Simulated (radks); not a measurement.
Question: Charge is removed step by step from the 3s level of neutral palladium, starting from [Kr] 4d10. Method: scalar-relativistic Kohn-Sham, PBEsol, spin-unpolarised, spherical densities, point nucleus; computed with a radial shooting solver on a logarithmic mesh with Libxc functionals. At the starting occupation the eigenvalue is -635.47 eV. Estimate the energy to remove one whole electron from this level, the eigenvalue at the end, and how far E(n) bends from a straight line.

Answer: Delta-SCF 650.33 eV; final eigenvalue -666.52 eV; the deviation from the straight line is -3.885 eV at 0.5 electron removed, the largest on the grid computed. Slater's transition state (half an electron removed) gives 650.52 eV. Integrating minus the eigenvalue over the occupation (Janak's theorem) gives 650.67 eV. In this scalar-relativistic scheme the density is built from large components alone, so the theorem holds only approximately. The mean slope of the eigenvalue, de/dn, is 31.0 eV per electron.
